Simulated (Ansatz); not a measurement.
Two structures of SiAsH$_{7}$SO, closed shell, reached by relaxing down either side of one saddle point (PBE0-D4/def2-TZVP). Energies are electronic, without zero-point energy. Computed with Ansatz 0.2.0 (basis: def2-TZVPP and def2-QZVPP); correlated methods freeze the cores. Filled d shells of the heavier atoms are correlated. The def2 sets are not built for correlating such inner shells, so the correlated values are less sure here. Extrapolation: Hartree–Fock as exp(−7.88 √X), correlation as X^−2.97. First:

Si1  (0.133, -0.095, -1.463)
S2  (0.828, -1.540, -0.047)
H3  (-1.339, -0.267, -1.424)
H4  (0.554, 1.272, -1.096)
O5  (0.756, -0.328, -2.965)
H6  (0.342, 1.027, 2.605)
As7  (-1.050, 0.928, 2.004)
H8  (2.109, -1.138, -0.103)
H9  (0.669, -1.203, -3.348)
H10  (-1.331, -0.392, 2.703)
H11  (-1.671, 1.738, 3.136)
(Å)

Second:

```
11
angstrom
Si -0.2958 0.0486 -1.1593
S 1.9242 -1.4822 1.4692
H -0.3747 -1.4374 -1.1540
H 1.1112 0.4909 -1.0264
O -0.7915 0.6737 -2.6062
H 1.3769 -1.6915 2.6762
As -1.7161 0.8247 0.5699
H 2.2876 -0.2313 1.7892
H -1.6926 0.4959 -2.8790
H -0.8544 0.1604 1.6323
H -0.9750 2.1481 0.6883
```

Q: Which bonds change from the first to the second?

A: SiH₄SO ([OH][SiH2][SH]) + AsH₃ → SiAsH₅O ([OH][SiH2][AsH2]) + H₂S; bonds formed: Si1–As7, S2–H6; bonds broken: Si1–S2, H6–As7.

Q: Give the saddle point's structure and its height above each. (Judge from chemistry; the value comes from the calculation.)

A: Computed: 2.351 eV above the first and 1.908 eV above the second (CCSD(T) at an estimated basis limit (MP2 extrapolated from triple and quadruple zeta, plus CCSD(T) − MP2 in triple zeta)).
Si1  (0.019, -0.019, -0.840)
S2  (1.406, -1.300, 0.536)
H3  (-0.917, -1.182, -0.678)
H4  (0.911, 1.162, -0.691)
O5  (-0.085, 0.125, -2.482)
H6  (0.232, -0.306, 1.062)
As7  (-1.289, 0.973, 1.108)
H8  (2.324, -0.360, 0.819)
H9  (-0.648, -0.522, -2.914)
H10  (-1.682, -0.166, 2.031)
H11  (-0.271, 1.596, 2.048)
(Å)

The T1 diagnostic stays at or below 0.013.

Labels in which every atom is bracketed show which atoms are joined, not bond orders.

For scale, one of the runs: CCSD(T)/def2-TZVPP, 261 basis functions, launched by `ansatz run in.yaml --threads 8 --pin off --events-out ev --progress --plain --max-ram 19148MiB`. The run took 2.2 min on 8 CPU threads of an Intel Xeon Platinum 8259CL (shared host), with 5.9 GiB of host memory at its peak.
